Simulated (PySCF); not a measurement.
ClCs, quintet, at the geometry of the source list (a higher spin typed on purpose: for a closed-shell molecule this is an excited state) (all electrons, no relativity) (in this run its highest filled SCF level lies above zero, so its values depend strongly on the basis, on diffuse functions most of all); B3LYP/3-21G in PySCF.

Here is a job for PySCF.
```python
from pyscf import gto, scf, dft

mol = gto.Mole()
mol.atom = '''
    Cs   -0.896400   -0.791600   -0.841800
    Cl    0.896400    0.791600    0.841800
'''
mol.basis = '3-21g'
mol.charge = 0
mol.spin = 4
mol.verbose = 4
mol.build()

mf = dft.UKS(mol)
mf.xc = 'b3lyp'
mf.kernel()
```

**Question.** Write the output that PySCF gives for this input, abridged.

**Answer.** 
```
PySCF version 2.14.0

[INPUT] verbose = 4
[INPUT] num. atoms = 2
[INPUT] num. electrons = 72
[INPUT] charge = 0
[INPUT] spin (= nelec alpha-beta = 2S) = 4
[INPUT] symmetry False subgroup None
[INPUT] Mole.unit = angstrom
[INPUT] Symbol           X                Y                Z      unit          X                Y                Z       unit  Magmom
[INPUT]  1 Cs    -0.896400000000  -0.791600000000  -0.841800000000 AA   -1.693950498060  -1.495907200206  -1.590771451659 Bohr   0.0
[INPUT]  2 Cl     0.896400000000   0.791600000000   0.841800000000 AA    1.693950498060   1.495907200206   1.590771451659 Bohr   0.0

nuclear repulsion = 169.160359167453
number of shells = 22
number of NR pGTOs = 111
number of NR cGTOs = 48
basis = 3-21g
ecp = {}

******** <class 'pyscf.dft.uks.UKS'> ********
method = UKS
initial guess = minao
damping factor = 0
level_shift factor = 0
DIIS = <class 'pyscf.scf.diis.CDIIS'>
diis_start_cycle = 1
diis_space = 8
diis_damp = 0
SCF conv_tol = 1e-09
SCF conv_tol_grad = None
SCF max_cycles = 50
direct_scf = True
direct_scf_tol = 1e-13
number electrons alpha = 38  beta = 34
XC library pyscf.dft.libxc version 7.1.2
    S. Lehtola, C. Steigemann, M. J. T. Oliveira, and M. A. L. Marques,  SoftwareX 7, 1–5 (2018)
XC functionals = b3lyp
    P. J. Stephens, F. J. Devlin, C. F. Chabalowski, and M. J. Frisch,  J. Phys. Chem. 98, 11623 (1994)
radial grids:
    Treutler-Ahlrichs [JCP 102, 346 (1995); DOI:10.1063/1.469408] (M4) radial grids

becke partition: Becke, JCP 88, 2547 (1988); DOI:10.1063/1.454033
pruning grids: <function nwchem_prune>
grids dens level: 3
symmetrized grids: False
atomic radii adjust function: <function treutler_atomic_radii_adjust>
small_rho_cutoff = 0
Set gradient conv threshold to 3.16228e-05
tot grids = 42592
init E= -7969.96171612847

cycle= 1 E= -7990.140640469  delta_E= -20.2  |g|= 0.263  |ddm|= 23.2

cycle= 2 E= -7989.41654090873  delta_E= 0.724  |g|= 0.808  |ddm|= 5.72

cycle= 3 E= -7990.18714924674  delta_E= -0.771  |g|= 0.101  |ddm|= 5.78

cycle= 4 E= -7990.19971916871  delta_E= -0.0126  |g|= 0.0228  |ddm|= 2.97

cycle= 5 E= -7990.20037476515  delta_E= -0.000656  |g|= 0.00295  |ddm|= 1.13

cycle= 6 E= -7990.20050836496  delta_E= -0.000134  |g|= 0.00193  |ddm|= 0.956

cycle= 7 E= -7990.20060400253  delta_E= -9.56e-05  |g|= 0.00134  |ddm|= 0.877

cycle= 8 E= -7990.2007025652  delta_E= -9.86e-05  |g|= 0.000695  |ddm|= 1.64

cycle= 9 E= -7990.20070823606  delta_E= -5.67e-06  |g|= 0.000195  |ddm|= 0.298

cycle= 10 E= -7990.20070943978  delta_E= -1.2e-06  |g|= 6.68e-05  |ddm|= 0.21

cycle= 11 E= -7990.20070944598  delta_E= -6.2e-09  |g|= 1.67e-05  |ddm|= 0.00806

cycle= 12 E= -7990.20070944667  delta_E= -6.91e-10  |g|= 2.35e-06  |ddm|= 0.00417

Extra cycle  E= -7990.20070944669  delta_E= -2e-11  |g|= 2.42e-06  |ddm|= 0.00014
converged SCF energy = -7990.20070944669  <S^2> = 6.0009243  2S+1 = 5.0003697
```
